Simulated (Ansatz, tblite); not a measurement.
Removing an electron: Mg2O2⁻. Charge -1, multiplicity 2. Geometry: B3LYP-D4/def2-TZVPD. Ansatz, gas phase; energy differences of separate SCF runs; the oxidised species is a singlet (the triplet lies 1.63 eV higher at PBE0-D4/def2-TZVPD).

Cartesian coordinates in Å:
```
Mg -0.030 0.267 1.201
Mg 0.031 -0.267 -1.201
O -0.537 -1.304 0.276
O 0.537 1.304 -0.276
```

The xTB rows come from tblite. The structure comes from a short search, and lower isomers may exist.

```json
{"level": "GFN1-xTB", "−HOMO (eV)": "–", "vertical IE (eV)": "6.00", "−LUMO (eV)": "–", "HOMO–LUMO gap (eV)": "–", "remarks": "–"}
{"level": "GFN2-xTB", "−HOMO (eV)": "–", "vertical IE (eV)": "6.19", "−LUMO (eV)": "–", "HOMO–LUMO gap (eV)": "–", "remarks": "–"}
{"level": "PBE-D4/def2-TZVPD", "−HOMO (eV)": "-0.47", "vertical IE (eV)": "1.42", "−LUMO (eV)": "-1.18", "HOMO–LUMO gap (eV)": "0.71", "remarks": "HOMO above zero (-1 doublet)"}
{"level": "r2SCAN-D4/def2-TZVPD", "−HOMO (eV)": "-0.36", "vertical IE (eV)": "1.39", "−LUMO (eV)": "-1.17", "HOMO–LUMO gap (eV)": "0.81", "remarks": "HOMO above zero (-1 doublet)"}
{"level": "PBE0-D4/def2-TZVPD", "−HOMO (eV)": "-0.03", "vertical IE (eV)": "1.30", "−LUMO (eV)": "-1.52", "HOMO–LUMO gap (eV)": "1.49", "remarks": "HOMO above zero (-1 doublet)"}
```

Run but left out: HF/def2-TZVPPD, MP2/def2-TZVPPD, CCSD/def2-TZVPPD, CCSD(T)/def2-TZVPPD (doublet: ⟨S²⟩ 1.49, where a pure state has 0.75).  A HOMO above zero means that the electron is unbound at that level or that self-interaction error raises the level; the energy of removing that electron tells which. HOMO and LUMO are the levels of the spin that leaves or enters (xTB has no such levels and no spin-polarisation term). Other spin states of the ions may lie lower, which would lower the ionisation energy or raise the affinity. Raw xTB energy differences between charge states are shifted by several eV; the methods need an empirical correction for them.
